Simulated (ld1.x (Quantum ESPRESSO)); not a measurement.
## Varying the TM potential for gold (Au)

Base potential:

```json
{
  "Element": "gold (Au)",
  "Generator": "ld1.x (Quantum ESPRESSO) 7.5",
  "Type": "norm-conserving Troullier–Martins (Kleinman–Bylander form)",
  "Functional": "BLYP",
  "Relativity": "scalar-relativistic",
  "Frozen core": "[Xe]",
  "Valence charge": "25",
  "Reference configuration": "4f14 5d10 6s0 6p1",
  "Partial waves": "6s (bound, empty): rc 1.90 bohr; 6p (bound): rc 2.45 bohr; 4f (bound): rc 0.90 bohr; 5d (bound): rc 1.80 bohr",
  "Local potential": "the d channel",
  "Core correction": "a·sin(br)/r model core, default radius (core density twice the valence density)"
}
```

All-electron outer shells of the reference configuration (BLYP, scalar-relativistic, ld1.x):

| shell | level (eV) | outermost node (bohr) | outermost maximum (bohr) |
| --- | --- | --- | --- |
| 5s | -110.51 | 0.48 | 0.84 |
| 4f | -83.14 | – | 0.37 |
| 5p | -61.86 | 0.52 | 0.96 |
| 5d | -8.84 | 0.56 | 1.21 |
| 6s | -7.34 | 1.11 | 2.29 |
| 6p | -1.81 | 1.32 | 3.38 |

Cutoffs, loose and tight: the cutoffs (Ry, on a coarse ladder) from which the occupation-weighted sum of valence levels, in a spherical-Bessel basis at the reference potential, stays within 10 and 1 mRy of its value at 400 Ry. They do not see the model core or the augmentation charge, which bear on the density cutoff. Test errors are all-electron minus pseudo excitation energies from the reference, over the configurations 4f14 5d10 6s1 6p0; 4f14 5d10 6s0 6p0; 4f14 5d9 6s0 6p0; 4f13 5d10 6s1 6p0; 4f14 5d9 6s1 6p0; 4f14 5d9 6s1 6p1; 4f14 5d10 6s0.5 6p0. A dash means not determined; rows that change the core or the reference have their own tests. The largest error is taken over the tests solved by every variant that gives reliable tests at all: 4f13 5d10 6s1 6p0; 4f14 5d10 6s0 6p0; 4f14 5d10 6s0.5 6p0; 4f14 5d10 6s1 6p0; 4f14 5d9 6s0 6p0; 4f14 5d9 6s1 6p0.

A true bound ghost makes a file unfit for plane-wave use even where its test errors are small: the radial tests pick states by their node count and pass the ghost by. Where a test does run into it, the solver fails or the error is huge.

Cutoffs are not given where the Bessel-basis levels miss the radial ones by over 6 mRy, ghosts where they miss by over 20 mRy; a channel whose overlap is not positive is not tested.

The default core radius of the base comes out at 0.28 bohr.

```tsv
change	outcome	cutoff, loose	cutoff, tight	bound ghosts	largest test error (meV)
base	generated	–	–	p	-1770
core [Xe] 4f14, valence charge 11; reference 5d10 6s0 6p0; waves now 6p (bound): rc 3.40 bohr; 5d (bound): rc 2.40 bohr; 6s (bound): rc 2.40 bohr; local potential the s channel; core correction Bessel-smoothed model core, default radius (core density twice the valence density)	generated	40 Ry	55 Ry	none	-943
core correction a·sin(br)/r model core inside 0.74 bohr	generated	–	–	p	-1700
wave 6s (bound): rc 1.90 bohr becomes 6s (bound): rc 2.28 bohr	generated	–	–	p	-1824
wave 5d (bound): rc 1.80 bohr becomes 5d (bound): rc 2.20 bohr	generated	–	–	p	-1953
all radii but the core radius scaled by about 0.84 (s 1.60, p 2.06, d 1.52, f 0.76 bohr)	generated	–	–	p	-2038
```

(1) What comes out with this change to the base: fully relativistic?

(2) What comes out with this change to the base: local potential all-electron potential smoothed inside 2.25 bohr (lloc = -2)?

(3) What comes out with this change to the base: wave 4f (bound): rc 0.90 bohr becomes 4f (bound): rc 1.20 bohr?

Results:

(1) outcome: generated, misses its reference levels by 0.96 eV; bound ghosts: p3/2, p1/2; largest test error (meV): -1826.

(2) outcome: generated; bound ghosts: not determined; largest test error (meV): -2333.

(3) outcome: generated; cutoff, loose: over 300 Ry; cutoff, tight: over 300 Ry; bound ghosts: s, p; largest test error (meV): -634.
